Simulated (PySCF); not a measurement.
Zn(F)(OSiH3) (FH3OSiZn), SMILES [F][Zn][O][SiH3]. Atoms are numbered in the order given.

```xyz
7

Zn    -0.0711    -0.8393     0.0000
F      0.2871    -2.5259     0.0000
O     -0.5285     0.8468     0.0000
Si     0.1825     2.3344     0.0000
H      1.0487     2.5358    -1.2074
H     -0.8760     3.3862     0.0000
H      1.0487     2.5358     1.2074
```
Charge 0, spin multiplicity 1.

Coordinates come from a r2SCAN-D4/def2-SVP optimisation. The structure was generated by enumeration; whether it is a known compound was not checked. Other conformers were not sampled.

Method: PBE/def2-TZVP run with PySCF.

Symmetry labels are those of the subgroup Cs that the program uses (full group Cs).

Computed valence orbital energies around the gap with their symmetry:
```json
[
 {"orbital": "HOMO−7", "symmetry": "A'", "energy (eV)": "-10.17"},
 {"orbital": "HOMO−6", "symmetry": "A'", "energy (eV)": "-9.76"},
 {"orbital": "HOMO−5", "symmetry": "A'", "energy (eV)": "-9.25"},
 {"orbital": "HOMO−4", "symmetry": "A\"", "energy (eV)": "-9.19"},
 {"orbital": "HOMO−3", "symmetry": "A\"", "energy (eV)": "-8.66"},
 {"orbital": "HOMO−2", "symmetry": "A'", "energy (eV)": "-8.65"},
 {"orbital": "HOMO−1", "symmetry": "A'", "energy (eV)": "-7.41"},
 {"orbital": "HOMO", "symmetry": "A\"", "energy (eV)": "-7.19"},
 {"orbital": "LUMO", "symmetry": "A'", "energy (eV)": "-2.64"},
 {"orbital": "LUMO+1", "symmetry": "A'", "energy (eV)": "-0.81"},
 {"orbital": "LUMO+2", "symmetry": "A\"", "energy (eV)": "-0.73"},
 {"orbital": "LUMO+3", "symmetry": "A'", "energy (eV)": "-0.07"}
]
```
